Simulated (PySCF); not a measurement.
**Ionisation energy of Sr²³⁺ by level of theory**

Sr²³⁺ [Ne] 3s2 3p3 (4S) → Sr²⁴⁺ [Ne] 3s2 3p2 (3P), as a difference of total energies. Calculation: PySCF 2.14, in an uncontracted even-tempered set (16 s from 2.7 bohr⁻², ratio 2.5; 11 p from 3.5 bohr⁻², ratio 2.5; 5 d from 15 bohr⁻², ratio 2.7; 4 f from 23 bohr⁻², ratio 2.7); the non-relativistic Hamiltonian (point nucleus). Correlated levels: outer shells: 1s2 frozen; virtual orbitals above 40 to 60 times the deepest correlated orbital energy dropped. The calculations carry no spin-orbit coupling.

| method | ionisation energy (eV) |
| --- | --- |
| UHF | 1096.8 |
| LDA | 1097.5 |
| PBE | 1097.7 |
| PBE0 | 1097.8 |
| r2SCAN | 1098.3 |
| PBEsol | 1097.5 |
| BHandHLYP | 1097.8 |
| MP2 (outer shells) | 1097.3 |
| SCS-MP2 (outer shells) | 1097.0 |

Spin-orbit coupling is strong in these open shells (close to jj coupling). The scalar numbers leave it out and a first-order estimate fails, so it can dominate the gap to the real levels.

All relativistic terms are absent from these numbers, so their closeness to the reference says little about the methods.

For comparison: 1105 ± 4 eV (semi-empirical (NIST evaluation); NIST Atomic Spectra Database, ionization energies).
